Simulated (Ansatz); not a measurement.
The cluster Ag₄⁺. Total charge 1; quartet. Geometry PBE0-D4/def2-SVP; atoms count from 1.

```xyz
4

Ag   -1.528    0.617    1.270
Ag    0.489    1.966   -0.366
Ag   -0.489   -1.966    0.366
Ag    1.528   -0.617   -1.270
```

In the def2 sets Ag takes a core potential; there is no spin–orbit coupling. At PBE0-D4/def2-TZVP a doublet of charge 1 lies 2.50 eV below the quartet, each at its own geometry. The structure comes from a short search, and lower isomers may exist.

Q: Estimate the Mulliken populations from the PBE0/def2-TZVP orbitals of Ansatz.

A: 
```
atom  charge (e)  spin (α − β)  d electrons
 Ag1        0.25          0.75         9.95
 Ag2        0.25          0.75         9.95
 Ag3        0.25          0.75         9.95
 Ag4        0.25          0.75         9.95
```
Mulliken values and Mayer orders depend strongly on the basis.

Q: Where does the spin sit?

A: Summed by element: Ag 3.00, of 3 unpaired in all. Largest on single atoms: Ag2 0.75, Ag3 0.75, Ag1 0.75.

Q: And the Mayer bond orders between bonded heavy atoms (over 0.3)?

A: Ag1–Ag2 0.36 (2.93 Å); Ag1–Ag3 0.36 (2.93 Å); Ag2–Ag4 0.36 (2.93 Å); Ag3–Ag4 0.36 (2.93 Å).
